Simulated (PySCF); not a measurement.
C4H8OSi, SMILES C1(=C[C@H]([SiH3])O1)C. Heavy atoms are numbered as in [CH3:1][C:2]1=[CH:3][C@H:4]([SiH3:5])[O:6]1. Hydrogens are named by the atom that carries them.

Coordinates come from a B3LYP-D3(BJ)/def2-SVP optimisation. The structure was generated by enumeration; whether it is a known compound was not checked.

Method: M06-2X/def2-TZVP run with PySCF.

ESP charges are fitted to the potential on shells at 1.4 to 2.0 van der Waals radii. Atomic charges (e), one atom of each kind:

```json
[
 {"atom": "C1 (CH3)", "Mulliken": "-0.46", "IAO": "-0.44", "ESP fit": "[?]"},
 {"atom": "C2", "Mulliken": "0.27", "IAO": "0.23", "ESP fit": "[?]"},
 {"atom": "C3 (CH)", "Mulliken": "-0.31", "IAO": "-0.30", "ESP fit": "[?]"},
 {"atom": "C4 (CH)", "Mulliken": "-0.09", "IAO": "-0.17", "ESP fit": "0.28"},
 {"atom": "Si5 (SiH3)", "Mulliken": "0.22", "IAO": "0.65", "ESP fit": "[?]"},
 {"atom": "O6", "Mulliken": "-0.33", "IAO": "-0.40", "ESP fit": "-0.43"},
 {"atom": "H on C1", "Mulliken": "0.16", "IAO": "0.16", "ESP fit": "0.22"},
 {"atom": "H on C3", "Mulliken": "0.15", "IAO": "0.16", "ESP fit": "0.28"},
 {"atom": "H on C4", "Mulliken": "0.15", "IAO": "0.15", "ESP fit": "0.08"},
 {"atom": "H on Si5", "Mulliken": "-0.02", "IAO": "-0.12", "ESP fit": "[?]"}
]
```

**Question.** What belongs in the gaps? (The exact figures need the calculation; the answer reports its results.)

**Answer.** 
- C1 (CH3), ESP fit: -0.74
- C2, ESP fit: 0.62
- C3 (CH), ESP fit: -0.75
- Si5 (SiH3), ESP fit: 0.14
- H on Si5, ESP fit: -0.03

Computed Mayer and Wiberg (Löwdin basis) orders of the bonds:
| bond | Mayer | Wiberg |
|---|---|---|
| C1–C2 | 0.91 | 1.31 |
| C2–C3 | 1.78 | 1.84 |
| C3–C4 | 1.05 | 1.19 |
| C4–Si5 | 0.95 | 1.08 |
| C2–O6 | 1.04 | 1.47 |
| C4–O6 | 0.89 | 1.24 |
